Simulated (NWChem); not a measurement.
System: CH$_{3}$Li; SMILES [Li][CH3]

The following NWChem deck was run.

```
start job
memory heap 200 mb stack 900 mb global 1100 mb
geometry units angstroms noautoz
  Li     0.000000     0.000000    -1.578787
  C      0.000000     0.000000     0.383494
  H      0.715555     0.715555     0.812104
  H      0.261911    -0.977466     0.812104
  H     -0.977466     0.261911     0.812104
end
basis spherical
  * library 6-311++g**
end
dft
  xc xtpss03 ctpss03
  iterations 150
  mulliken
end
task dft energy
```

Parts of the log:

```
             Northwest Computational Chemistry Package (NWChem) 7.3.0
             --------------------------------------------------------

 C3V symmetry detected

                             Geometry "geometry" -> ""
                             -------------------------

 Output coordinates in angstroms (scale by  1.889725989 to convert to a.u.)

  No.       Tag          Charge          X              Y              Z
 ---- ---------------- ---------- -------------- -------------- --------------
    1 Li                   3.0000    -0.00000000     0.00000000    -1.57886325
    2 C                    6.0000    -0.00000000     0.00000000     0.38341775
    3 H                    1.0000     0.71555482     0.71555482     0.81202775
    4 H                    1.0000     0.26191124    -0.97746607     0.81202775
    5 H                    1.0000    -0.97746607     0.26191124     0.81202775

 Effective nuclear repulsion energy (a.u.)      16.2616597538

      Symmetry information
      --------------------

 Group name             C3v
 Group number             17
 Group order               6
 No. of unique centers     3

                                 NWChem DFT Module
                                 -----------------

 Summary of "ao basis" -> "ao basis" (spherical)
 ------------------------------------------------------------------------------
       Tag                 Description            Shells   Functions and Types
 ---------------- ------------------------------  ------  ---------------------
 Li                        6-311++g**               10       22   5s4p1d
 C                         6-311++g**               10       22   5s4p1d
 H                         6-311++g**                5        7   4s1p

      Symmetry analysis of basis
      --------------------------

        a1         26
        a2          1
        e          38

  Rotation of axis

            General Information
            -------------------
          SCF calculation type: DFT
          Wavefunction type:  closed shell.
          No. of atoms     :     5
          No. of electrons :    12
           Alpha electrons :     6
            Beta electrons :     6
          Charge           :     0
          Spin multiplicity:     1
          Use of symmetry is: on ; symmetry adaption is: on
          Maximum number of iterations: 150
          AO basis - number of functions:    65
                     number of shells:    35
          Convergence on energy requested:  1.00D-06
          Convergence on density requested:  1.00D-05
          Convergence on gradient requested:  5.00D-04

              XC Information
              --------------
                  TPSS metaGGA Exchange Functional  1.000
             TPSS03 metaGGA Correlation Functional  1.000

             Grid Information
             ----------------
          Grid used for XC integration:  medium
          Radial quadrature: Mura-Knowles
          Angular quadrature: Lebedev.
          Tag              B.-S. Rad. Rad. Pts. Rad. Cut. Ang. Pts.
          ---              ---------- --------- --------- ---------
          Li                  1.45       49          19.0       434
          C                   0.70       49          14.0       434
          H                   0.35       45          16.0       434
          Grid pruning is: on
          Number of quadrature shells:   143
          Spatial weights used:  Erf1

      Superposition of Atomic Density Guess
      -------------------------------------

 Sum of atomic energies:         -46.60057791

      Non-variational initial energy
      ------------------------------

 Total energy =     -47.026521
 1-e energy   =     -93.163003
 2-e energy   =      29.874823
 HOMO         =      -0.307801
 LUMO         =      -0.048797

      Symmetry analysis of molecular orbitals - initial
      -------------------------------------------------

  Numbering of irreducible representations:

     1 a1          2 a2          3 e

  Orbital symmetries:

     1 a1          2 a1          3 a1          4 e           5 e
     6 a1          7 a1          8 a1          9 e          10 e
    11 a1         12 a1         13 e          14 e          15 a1
    16 e

     ---------------------------------------------
      Total Density - Mulliken Population Analysis
     ---------------------------------------------

    Atom       Charge   Shell Charges
 -----------   ------   -------------------------------------------------------
    1 Li   3     2.28   1.20  0.80  0.07  0.15  0.02  0.01  0.00 -0.00 -0.00  0.02
    2 C    6     7.26   1.10  0.89  0.66  0.84  1.72  0.62  1.37 -0.02  0.04  0.02
    3 H    1     0.82   0.24  0.44  0.10  0.01  0.03
    4 H    1     0.82   0.24  0.44  0.10  0.01  0.03
    5 H    1     0.82   0.24  0.44  0.10  0.01  0.03

   convergence    iter        energy       DeltaE   RMS-Dens  Diis-err
 ---------------- ----- ----------------- --------- --------- ---------
 d= 0,ls=0.0,diis     1    -47.3809142343 -6.36D+01  1.50D-02  2.84D-01
 d= 0,ls=0.0,diis     2    -47.1686838863  2.12D-01  1.32D-02  1.21D+00
 d= 0,ls=0.0,diis     3    -47.4148686594 -2.46D-01  1.78D-03  3.05D-02
 d= 0,ls=0.0,diis     4    -47.4203355832 -5.47D-03  4.48D-04  2.91D-04
 d= 0,ls=0.0,diis     5    -47.4204063331 -7.07D-05  1.24D-04  2.52D-05
  Resetting Diis
 d= 0,ls=0.0,diis     6    -47.4204101445 -3.81D-06  3.21D-05  1.41D-06
 d= 0,ls=0.0,diis     7    -47.4204104010 -2.56D-07  7.85D-06  1.26D-08

         Total DFT energy =      -47.420410400964
      One electron energy =      -95.527735104224
           Coulomb energy =       40.303139941391
    Exchange-Corr. energy =       -8.457474991956
 Nuclear repulsion energy =       16.261659753825

 Numeric. integr. density =       12.000000217027

                  Occupations of the irreducible representations
                  ----------------------------------------------

                     irrep           alpha         beta
                     --------     --------     --------
                     a1                4.0          4.0
                     a2                0.0          0.0
                     e                 2.0          2.0

                       DFT Final Molecular Orbital Analysis
                       ------------------------------------

 Vector    4  Occ=2.000000D+00  E=-2.771085D-01  Symmetry=e
              MO Center=  1.1D-01, -2.2D-01,  5.8D-01, r^2= 1.4D+00
   Bfn.  Coefficient  Atom+Function         Bfn.  Coefficient  Atom+Function
  ----- ------------  ---------------      ----- ------------  ---------------
    30      0.271804  2 C  py                53     -0.244886  4 H  s
    34      0.200556  2 C  py                26      0.190401  2 C  py
    52     -0.167607  4 H  s                 46      0.145390  3 H  s
    54     -0.121880  4 H  s                 45      0.099509  3 H  s
    60      0.099496  5 H  s                 47      0.072361  3 H  s

 Vector    5  Occ=2.000000D+00  E=-2.771085D-01  Symmetry=e
              MO Center= -1.1D-01,  2.2D-01,  5.8D-01, r^2= 1.4D+00
   Bfn.  Coefficient  Atom+Function         Bfn.  Coefficient  Atom+Function
  ----- ------------  ---------------      ----- ------------  ---------------
    29      0.271804  2 C  px                60     -0.225326  5 H  s
    33      0.200556  2 C  px                46      0.198829  3 H  s
    25      0.190401  2 C  px                59     -0.154220  5 H  s
    45      0.136084  3 H  s                 61     -0.112145  5 H  s
    47      0.098957  3 H  s                 30      0.042197  2 C  py

 Vector    6  Occ=2.000000D+00  E=-1.452071D-01  Symmetry=a1
              MO Center= -1.3D-15, -3.2D-15,  7.0D-03, r^2= 1.7D+00
   Bfn.  Coefficient  Atom+Function         Bfn.  Coefficient  Atom+Function
  ----- ------------  ---------------      ----- ------------  ---------------
    35      0.327541  2 C  pz                31      0.304067  2 C  pz
     6     -0.267729  1 Li s                 27      0.210851  2 C  pz
    32     -0.194458  2 C  s                 28     -0.121276  2 C  s
     2      0.111800  1 Li s                  5     -0.106207  1 Li pz
     9     -0.091741  1 Li pz                36      0.086133  2 C  s

 Vector    7  Occ=0.000000D+00  E=-5.372615D-02  Symmetry=a1
              MO Center= -8.1D-18, -9.9D-17, -2.6D+00, r^2= 6.4D+00
   Bfn.  Coefficient  Atom+Function         Bfn.  Coefficient  Atom+Function
  ----- ------------  ---------------      ----- ------------  ---------------
    10      0.499867  1 Li s                  6      0.403634  1 Li s
    36     -0.278598  2 C  s                  9     -0.218017  1 Li pz
    13     -0.187415  1 Li pz                32     -0.160777  2 C  s
     5     -0.139729  1 Li pz                14      0.100415  1 Li s
     2     -0.092984  1 Li s                 28     -0.084551  2 C  s

 Vector    8  Occ=0.000000D+00  E=-4.838283D-03  Symmetry=e
              MO Center=  3.4D-02,  1.0D-02, -1.9D+00, r^2= 1.9D+01
   Bfn.  Coefficient  Atom+Function         Bfn.  Coefficient  Atom+Function
  ----- ------------  ---------------      ----- ------------  ---------------
    11      0.480971  1 Li px                15      0.363539  1 Li px
    12     -0.286687  1 Li py                 7      0.260528  1 Li px
    16     -0.216690  1 Li py                62      0.193110  5 H  s
     8     -0.155290  1 Li py                55     -0.143870  4 H  s
    37     -0.109861  2 C  px                 3      0.100178  1 Li px

[...]
```

Level: TPSS/6-311++G** (spherical d). Coordinates come from a PBE0-D3(BJ)/def2-TZVP optimisation.
